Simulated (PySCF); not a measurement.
Computed IR spectrum (relative IR intensity) of a molecule C2H5ClSi. Geometry: PBE-D3(BJ)/def2-SVP. The values are those of a single conformer. These are PySCF with PBE-D3(BJ)/def2-SVP values and carry that method's errors. Frequencies are harmonic and unscaled.

ν (cm⁻¹): 460 (vw), 611 (m), 698 (m), 796 (m), 887 (vs), 907 (m), 916 (w), 1261 (w), 1595 (s), 2165 (m), 2170 (s), 2177 (s) (against the strongest line: vs over 80 %, s over 45 %, m over 15 %, w over 4 %, vw less)

Question: Which molecule gave these data?
A. [SiH3]/C=C\Cl
B. C=C([SiH3])Cl
C. C=C[SiH2]Cl

Answer: A, [SiH3]/C=C\Cl
